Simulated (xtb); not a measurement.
ClO (SMILES [O]Cl), doublet, geometry from GFN2-xTB. Base run: GFN2-xTB run with xtb.

xtb was given this input:
```
$ xtb mol.xyz --gfn 2 --uhf 1 --json

# file mol.xyz
2

Cl    -0.00000000    -0.00000000    -0.49281646
O      0.00000000     0.00000000     1.04723499
```

Each row names what was changed in the base input (with any setting that the change needs).

```tsv
change	ΔE vs base (kJ/mol)	dipole (D)	SCF cycles
base	0.00	2.15	11
acc = 1000	0.02	2.17	6
alpb = acetone	-10.89	2.23	11
acc = 0.1	0.00	2.15	12
file = coord	0.00	2.15	11
etemp = 10000	-125.5	1.95	11
```

ALPB and GBSA are two models with their own fitted parameters for each solvent, which aren't always the measured dielectric constant.
